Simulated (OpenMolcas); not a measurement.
## Yb3+: ligand-field states by method

Yb3+ with 6 ligands (chloride) in trigonal antiprismatic coordination (D3d) at 2.63 Å, a polar angle of 50.9° against the regular 54.74°. A charge of +0.5 e stands 2.4 Å behind each ligand. Ligand basis ANO-RCC-VDZP.

```
Program             : OpenMolcas
Basis               : ANO-RCC-VDZP [7s6p4d2f1g]
Scalar Hamiltonian  : DKH2, point nucleus
Active space        : 13 electrons in 7 orbitals (4f)
State averaging     : 2S+1 = 2 odd, 7 roots
Spin-orbit coupling : RASSI with atomic mean-field integrals over the reference wave functions
```

I. CASSCF
II. SS-CASPT2, IPEA 0.25 Eh, imaginary shift 0.1 Eh (closed shells correlated: 5s 5p and the ligand valence shells)

Spin-free states (labels of D3, the rotations of D3d) in cm-1, each column counted from its own energy of the first state listed:

```tsv
State	Degeneracy	I	II
2E	2	0	0
2A2	1	45	170
2E	2	155	300
2A2	1	336	540
2A1	1	350	510
```

With spin-orbit coupling the lowest J multiplet is 315 (I), 446 (II) cm-1 wide, a factor of 1.42 from I to II.

χT at 300 K: I 2.52, II 2.47 cm3 K/mol.

Over all roots computed the reference weight is 0.65 in II; a low but even weight reflects the number of correlated electrons. Without dynamic correlation the ligand-field splitting of an f shell can come out too small, at times by half (holds for I). Splittings of an f shell from a small cluster at a set distance can be off by tens of per cent, mostly too small (holds for II). No measured value stands beside these numbers; the geometry is a model, was not optimised and need not be the one that this ion takes.
